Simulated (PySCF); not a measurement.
C3H5ClOSi, SMILES O1[Si@@H](CC=C1)Cl.

Geometry optimised at PBE-D3(BJ)/def2-SVP. The structure was generated by enumeration; whether it is a known compound was not checked. Other conformers were not sampled.

These are PBE-D3(BJ)/def2-SVP run with PySCF 2.14.0 values and carry that method's errors.

Frequencies are harmonic and unscaled.

| mode | ν (cm⁻¹) | IR (km/mol) | moving atoms (share of kinetic energy) |
|---|---|---|---|
| 1 | 84 | 0.1 | C 39 %, Cl 24 %, H 17 %, O 11 %, Si 9 % |
| 2 | 175 | 1.1 | C 28 %, Cl 23 %, H 18 %, Si 18 %, O 13 % |
| 3 | 243 | 3.2 | O 30 %, Cl 24 %, H 21 %, C 15 %, Si 11 % |
| 4 | 419 | 3.4 | C 41 %, H 34 %, O 12 % |
| 5 | 454 | 35.8 | Si 38 %, C 29 %, O 17 %, H 11 % |
| 6 | 542 | 66.3 | Si 35 %, Cl 29 %, C 16 %, O 11 % |
| 7 | 639 | 8.7 | H 54 %, C 30 %, Si 12 % |
| 8 | 676 | 22.3 | H 43 %, C 33 %, Si 19 % |
| 9 | 702 | 35.5 | H 68 %, C 19 % |
| 10 | 727 | 15.0 | H 77 %, C 18 % |
| 11 | 745 | 73.5 | O 41 %, Si 31 %, C 16 %, H 11 % |
| 12 | 831 | 52.7 | H 45 %, C 34 %, O 11 %, Si 10 % |
| 13 | 839 | 137.6 | H 58 %, C 23 %, Si 11 % |
| 14 | 892 | 4.3 | H 72 %, C 28 % |
| 15 | 940 | 20.8 | C 51 %, H 49 % |
| 16 | 1025 | 100.3 | H 46 %, C 29 %, O 25 % |
| 17 | 1060 | 16.8 | H 87 %, C 12 % |
| 18 | 1141 | 3.2 | C 50 %, H 47 % |
| 19 | 1175 | 101.4 | H 59 %, C 21 %, O 20 % |
| 20 | 1310 | 2.8 | H 64 %, C 35 % |
| 21 | 1350 | 5.7 | H 91 %, C 9 % |
| 22 | 1629 | 73.0 | C 90 %, H 9 % |
| 23 | 2223 | 101.3 | H 96 % |
| 24 | 2969 | 8.8 | H 94 % |
| 25 | 3027 | 1.5 | H 91 %, C 9 % |
| 26 | 3131 | 1.2 | H 92 % |
| 27 | 3152 | 10.9 | H 91 %, C 9 % |
